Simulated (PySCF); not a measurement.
A made-up structure of ZnBHS, singlet:

```
4
angstrom
S 0.9502 -0.4076 -0.0924
B -0.9148 0.3906 0.0868
Zn -2.3885 1.0228 0.2276
H 2.1952 -0.9419 -0.2110
```

It is relaxed with PBE-D4/def2-SVP and then PBE0-D4/def2-TZVP (PySCF 2.14 with density fitting (its default auxiliary sets; JK sets also for MP2 and CCSD(T))). Atoms count as bonded within 1.22 times the sum of their covalent radii (H–H: 0.88 Å). The end point is not checked to be a true minimum.

Q: Does its bonding change? (A judgement: the text doesn't fix the answer.)

A: By the calculation: No: no bond forms or breaks.

Where it ends: The first stage lowers the energy by 3.17 eV in 12 steps. It ends as ZnBHS ([SH][B][Zn]):
S1  (1.025, 0.129, 0.014)
B2  (-0.700, -0.393, -0.073)
Zn3  (-1.978, 1.445, 0.311)
H4  (1.482, -1.114, -0.243)
(Å)

Labels in which every atom is bracketed show which atoms are joined, not bond orders.

For scale, one of the runs: PBE0-D4/def2-TZVP relaxation, 122 basis functions, launched by `OMP_NUM_THREADS=2 python run.py`. Hardware: 2 CPU threads of an AMD EPYC 7B13, shared host. Wall time 120 s; peak host memory 1.2 GiB.
